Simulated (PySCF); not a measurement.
GaHCl2, optimised at GFN2-xTB:

```xyz
4

Ga     0.3554    -0.1562    -0.2606
Cl    -0.1413     0.8857    -1.9935
Cl    -0.1583    -2.1676    -0.0999
H      1.1008     0.5590     0.8993
```

Computed with PySCF (xtb for GFN2) and rigid-rotor harmonic-oscillator thermochemistry at 1 bar. 6-31G* has spherical d functions here. All species are closed-shell singlets. B3LYP is the form with VWN-RPA correlation. Ga: all electrons, no relativistic terms. GaHCl2: computed as isolated molecules; such fragments, hydroxides, amides, oligomers or adducts are transient or little studied in the gas.

Question: List the harmonic frequencies (cm⁻¹, unscaled) at this level and at the other levels, each on its own geometry.

Answer: 
- GFN2-xTB: 111, 355, 358, 402, 513, 1658
- B3LYP/6-31G*: 132, 394, 425, 428, 589, 2012
- HF/6-31G*: 144, 419, 450, 468, 658, 2119
- PBE/def2-SVP: 131, 397, 420, 436, 590, 1986
- PBE0/def2-TZVP: 134, 414, 444, 445, 604, 2063
